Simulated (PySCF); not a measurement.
Distorted geometries of Pb(CH3)H3

Pb(CH3)H3 (singlet). PySCF 2.14.0, RKS TPSS, Pb def2-SVP with ECP60, C def2-SVP, H def2-SVP; non-relativistic Hamiltonian with scalar-relativistic core potentials where named; density fitting; no spin-orbit coupling. Relaxed geometry:

```xyz
8

Pb   -0.1057   -0.1057   -0.1057
C     1.1991    1.1991    1.1991
H     1.8283    1.8283    0.5508
H     0.5508    1.8283    1.8283
H     1.8283    0.5508    1.8283
H    -1.1439   -1.1439    0.9003
H     0.9003   -1.1439   -1.1439
H    -1.1439    0.9003   -1.1439
```

Q: Order these distorted geometries by energy above the relaxed one, lowest first.
A.
```xyz
8

Pb   -0.1180    0.0745   -0.0486
C     1.0617    1.2843    1.3767
H     1.9272    1.7639    0.4129
H     0.4869    1.9584    1.8165
H     1.8691    0.4296    1.8958
H    -1.1436   -1.1256    0.9219
H     0.9083   -1.2548   -1.3089
H    -1.0787    0.7828   -1.1532
```
B.
```xyz
8

Pb   -0.1718   -0.1860   -0.0895
C     1.1731    1.2133    1.1395
H     1.8438    1.8787    0.6002
H     0.5545    1.8393    1.7671
H     1.9313    0.6372    1.7848
H    -1.2043   -1.1276    0.8101
H     0.9005   -1.1370   -1.0760
H    -1.1139    0.7951   -1.0231
```
C.
```xyz
8

Pb    0.0680   -0.1307   -0.2769
C     1.2511    1.1459    1.1374
H     1.7705    1.7309    0.5554
H     0.5582    1.8703    1.7436
H     1.7342    0.7266    1.9289
H    -1.0802   -1.3375    0.8035
H     0.7549   -0.8420   -0.8306
H    -1.1436    0.7496   -1.1482
```

A: B (0.39 eV), A (2.45 eV), C (7.82 eV).

Q: Which forces (eV/Å) act in the one that lies 7.82 eV up?

A: 
```
Pb  -21.60  19.83  18.01
C    -6.60   0.19   2.53
H     3.72   3.43  -3.42
H     0.56  -0.95  -1.23
H     2.15  -2.15   2.08
H     0.82   1.04  -0.70
H    21.22 -21.89 -17.23
H    -0.27   0.51  -0.03
```
Forces carry noise of the integration grid, about 0.01 to 0.03 eV/Å.

No frequency check is given that shows the relaxed geometry to be a minimum.
